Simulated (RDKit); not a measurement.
RDKit input (UFF):

```python
from rdkit import Chem
from rdkit.Chem import AllChem, rdDetermineBonds

mol = Chem.MolFromXYZFile('mol.xyz')
rdDetermineBonds.DetermineBonds(mol, charge=-1)
print('SMILES', Chem.MolToSmiles(Chem.RemoveHs(mol)))
ff = AllChem.UFFGetMoleculeForceField(mol)
e0 = ff.CalcEnergy()
flag = ff.Minimize(maxIts=5000, forceTol=1e-5)
print(f'energy {e0:.4f} -> {ff.CalcEnergy():.4f} kcal/mol, converged: {flag == 0}')
print(Chem.MolToXYZBlock(mol))
```
mol.xyz:
```
13

C     -0.60068100     2.07189600     0.08495300
Si    -0.25790000     0.44217500    -0.50797100
C     -1.76555100    -0.72690900    -0.52213800
Si     1.37112600    -0.93836100     0.65769200
H      0.10082200     2.86817100    -0.16169900
H     -1.02287600     2.18519700     1.08410300
H      0.31723300     0.43620800    -1.89882500
H     -2.55524400    -0.31329200    -1.15531800
H     -1.50745300    -1.72847700    -0.87915200
H     -2.16799900    -0.82425900     0.49067700
H      1.02046800    -1.10634300     2.11073100
H      1.70433600    -2.35545100     0.23604400
H      2.72294800    -0.28507300     0.70046100
```

Output:

```
SMILES [CH2-][Si@H](C)[SiH3]
energy 17.5252 -> -1.6110 kcal/mol, converged: True
13

C     -0.532673    1.961711    0.060656
Si    -0.206649    0.238816   -0.578916
C     -1.782376   -0.759200   -0.514643
Si     1.342271   -0.742974    0.694183
H      0.405828    2.552025    0.024938
H     -0.893732    1.904414    1.108066
H      0.272478    0.311821   -1.966858
H     -2.553997   -0.272655   -1.145782
H     -1.586302   -1.783276   -0.893308
H     -2.142220   -0.814858    0.533294
H      0.856553   -0.813131    2.080143
H      1.596724   -2.101132    0.191789
H      2.583325    0.043922    0.645996
```

The dipole moment of an ion depends on the origin.

The geometry given is a B3LYP-D3(BJ)/def2-TZVP minimum.
